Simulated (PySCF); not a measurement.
Method: B3LYP-D3(BJ)/def2-TZVP run with PySCF. Gas-phase values, no solvent. B3LYP has the VWN-RPA correlation part, as in Gaussian. Excitations are Tamm–Dancoff values on a coarser integration grid. The basis has no diffuse functions, so Rydberg states are missing or too high.

Reference species (SMILES): `B=C=C=N` (neutral, multiplicity 1).

```
Quantity                 Result
----------------------  -------
T1 excitation (TDA)     3.08 eV
S1 oscillator strength    0.000
```

Changed species: `C=BC#N`.

Q: Predict the effect on the T1 excitation (TDA) and S1 oscillator strength.

A: the T1 excitation (TDA) falls by 0.83 eV, to 2.25 eV; the S1 oscillator strength stays essentially unchanged.
